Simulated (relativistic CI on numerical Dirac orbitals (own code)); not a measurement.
## Ru4+ (4d4) in a crystal field

Calculated by Dirac-Coulomb-Breit CI, orbitals from a KLI potential per configuration, model QED, valence Slater integrals scaled by 0.85, one configuration in a parametric crystal field (own radial code).

Field parameters in Wybourne normalisation: D3d B²₀ = −7Dσ, B⁴₀ = −14Dq − 21Dτ, B⁴₃ = −14√(10/7) Dq. The field is a parameter set, without covalency.

S and J are read from ⟨S²⟩ = S(S + 1) and ⟨J²⟩ = J(J + 1) of each level; they are not fictitious spins.

D3d, 10Dq = 43350, Dσ = -1200, Dτ = -200 cm⁻¹, the lowest 16 levels:

```
E (cm⁻¹)  Degeneracy  Irrep     S     J
     0.0           1     A1  1.00  4.27
     360           1     A2  1.00  4.22
     922           2      E  1.00  4.06
    1663           2      E  1.00  3.82
    5574           1     A1  0.97  3.98
    5641           2      E  1.00  3.97
    9072           1     A1  0.11  4.39
   11907           2      E  0.04  4.49
   15927           2      E  0.02  4.56
   24738           1     A2  2.00  2.97
   24747           2      E  2.00  2.94
   24775           1     A1  1.99  2.94
   24786           2      E  1.99  2.94
   24810           2      E  1.99  2.96
   24845           1     A2  1.99  2.99
   24847           1     A1  1.99  2.98
```

D3d, 10Dq = 43350, Dσ = 1200, Dτ = -200 cm⁻¹, the lowest 10 levels:

```json
{"E (cm⁻¹)": "0.0", "Degeneracy": "1", "Irrep": "A1", "S": "1.00", "J": "4.29"}
{"E (cm⁻¹)": "479", "Degeneracy": "2", "Irrep": "E", "S": "1.00", "J": "4.14"}
{"E (cm⁻¹)": "1802", "Degeneracy": "1", "Irrep": "A2", "S": "1.01", "J": "4.17"}
{"E (cm⁻¹)": "2256", "Degeneracy": "1", "Irrep": "A1", "S": "1.00", "J": "3.89"}
{"E (cm⁻¹)": "2548", "Degeneracy": "2", "Irrep": "E", "S": "1.00", "J": "3.89"}
{"E (cm⁻¹)": "2809", "Degeneracy": "2", "Irrep": "E", "S": "0.99", "J": "3.86"}
{"E (cm⁻¹)": "11417", "Degeneracy": "2", "Irrep": "E", "S": "0.04", "J": "4.41"}
{"E (cm⁻¹)": "12668", "Degeneracy": "1", "Irrep": "A1", "S": "0.03", "J": "4.58"}
{"E (cm⁻¹)": "13100", "Degeneracy": "2", "Irrep": "E", "S": "0.02", "J": "4.56"}
{"E (cm⁻¹)": "24015", "Degeneracy": "1", "Irrep": "A2", "S": "2.00", "J": "2.89"}
```

D3d, 10Dq = 43350, Dσ = 980, Dτ = -200 cm⁻¹, the lowest 16 levels:

```
E (cm⁻¹)  Degeneracy  Irrep     S     J
     0.0           1     A1  1.00  4.32
     592           2      E  1.00  4.17
    1425           1     A2  1.01  4.18
    2058           1     A1  1.00  3.86
    2252           2      E  1.00  3.86
    2463           2      E  0.99  3.85
   11489           2      E  0.04  4.43
   12198           1     A1  0.03  4.57
   12820           2      E  0.02  4.55
   23814           1     A2  2.00  2.90
   23815           1     A1  1.99  2.89
   23869           2      E  2.00  2.93
   23913           2      E  2.00  2.96
   23937           1     A2  2.00  3.00
   23968           1     A1  1.99  2.97
   23978           2      E  1.99  3.02
```

The free-ion ground term has S = 2. The field overcomes the spin-pairing energy for D3d, 10Dq = 43350, Dσ = -1200, Dτ = -200 cm⁻¹; D3d, 10Dq = 43350, Dσ = 1200, Dτ = -200 cm⁻¹; D3d, 10Dq = 43350, Dσ = 980, Dτ = -200 cm⁻¹, where the ground state has lower spin; these fields are assumed values.

Levels of this model without a field, named by their leading LS term: 5D_0 0, 5D_1 477, 5D_2 1279, 5D_3 2284, 5D_4 3422, 3P_0 16888, 3H_4 17167, 3H_5 18273 cm⁻¹.
